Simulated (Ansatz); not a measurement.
`N#C[SiH]F`• → C• + F• + H• + N• + Si•  (atomization)

Computed with Ansatz on PBE0-D4/def2-TZVP structures; ΔE is electronic, products minus reactants. CCSD(T)/CBS is the MP2 limit (def2-TZVPP, def2-QZVPP) plus CCSD(T) − MP2 in def2-TZVPP, frozen cores. This one scheme is used for every species, atoms too. Functionals use def2-TZVPP. B3LYP here is the variant with VWN-RPA as its local correlation; programs differ in this. HSE06 is defined as in plane-wave codes. Open shells (•) are unrestricted, without spin–orbit coupling. Spin–orbit coupling would lower the free atoms: a little for C, F, Si.

`N#C[SiH]F`•:

Cartesian coordinates in Å:
```
N -1.210 -0.614 -1.796
C -0.564 -0.374 -0.871
Si 0.501 -0.184 0.615
F 1.604 0.916 0.294
H -0.331 0.256 1.759
```

```csv
level,ΔE (eV)
r2SCAN0-D4,20.51
HSE06-D4,21.18
B3LYP,21.10
r2SCAN0,20.48
HF/def2-TZVPP,14.36
MP2/def2-TZVPP,21.33
CCSD(T)/def2-TZVPP,20.44
HF/def2-QZVPP,14.44
```

Question: What does CCSD(T)/CBS give? (Estimate.)

Answer: The calculation gave: +21.17 eV. The listed levels differ from it by -0.66, 0.01, -0.07, -0.69, -6.81, 0.16, -0.73, -6.73 eV.

Question: What do rigid-rotor, harmonic-oscillator terms from PBE0-D4/def2-TZVP frequencies (298.15 K, 1 bar) make of the CCSD(T)/CBS value? (Estimate.)

Answer: Ansatz gave: ΔZPE = -0.51 eV, ΔH = +20.82 eV, ΔS = 456 J/(mol·K), ΔG = +19.41 eV. Open shells count their whole term as degenerate.

Largest T1 diagnostic among the species: 0.022.

In def2-TZVPP, CCSD(T) changes the Hartree–Fock value by +6.08 eV (the triples alone add +0.52 eV) and MP2 by +6.97 eV; breaking electron pairs costs correlation energy, which Hartree–Fock lacks. At CCSD(T), def2-SVP lies −1.67 eV from the extrapolated value and def2-TZVPP −0.73 eV: correlation converges slowly with the basis, and small sets miss more of it in the bonded molecule than in its fragments. From r2SCAN to r2SCAN0 (25 % exact exchange), in def2-TZVPP and without D4, ΔE moves by −0.76 eV: exact exchange takes away binding that semilocal exchange gives to molecules.

For atomizations the MP2-based limit and the directly extrapolated one differ by several kJ/mol either way, and by 10 to 25 for some Ge, Se and Sn compounds, so smaller differences from it don't rank the levels.
